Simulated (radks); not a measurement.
Question: The mean radii <r> (bohr) of the occupied orbitals of an atom or ion are listed with their occupations. Method: scalar-relativistic Kohn-Sham, Slater X-alpha with alpha = 0.961, spin-polarised, spherical densities, finite nucleus; Fermi nuclear charge, rms radius of each element as measured or else 0.836 A^(1/3) + 0.57 fm; computed with a radial shooting solver on a logarithmic mesh with Libxc functionals.

| orbital | occ. | <r> |
|---|---|---|
| 1s | 2 | 0.04690 |
| 2s | 2 | 0.2089 |
| 2p | 6 | 0.1823 |
| 3s | 2 | 0.6180 |
| 3p | 6 | 0.6371 |
| 3d | 10 | 0.7023 |
| 4s | 2 | 1.861 |

Name the element and its charge. Open shells, if any, are filled with parallel spins first.

Answer: Z = 32, germanium, charge +2: Ge2+ in [Ar] 3d10 4s2. The 1s radius gives Z: for a bare nucleus <r> = (2 gamma + 1)/(2Z) with gamma = sqrt(1 - (Z/c)^2), 0.04601 bohr for Z = 32, and screening makes it slightly larger (0.04690 here). The occupations add up to 30, and the charge is Z minus that.
